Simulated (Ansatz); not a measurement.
```xyz
10

C     0.0000    0.0000    0.0000
C     1.4143    0.0000    0.0000
C    -0.7072    1.2248    0.0000
C    -0.7072   -1.2248    0.0000
H     1.9765   -0.9363    0.0000
H     1.9765    0.9363    0.0000
H    -1.7991    1.2436    0.0000
H    -0.1774    2.1799    0.0000
H    -1.7991   -1.2436    0.0000
H    -0.1774   -2.1799    0.0000
```

Basis set: def2-TZVP (spherical functions). Correlated methods keep 4 orbitals frozen. Charge 0, multiplicity 3.

Computed with Ansatz (development build ahead of 0.2.0); each method stands on the lowest determinant of its kind that the runs found.

Problem. Give the atomization energy at this shape (free ground-state atoms in the same class of orbitals less the molecule, no zero-point energy) of triplet C4H6 by UHF-MP2, UHF.

Solution.

| method | atomization energy |
| --- | --- |
| UHF-MP2 | 3926.7 kJ/mol |
| UHF | 3116.3 kJ/mol |

Caution: the unrestricted determinant is spin contaminated.
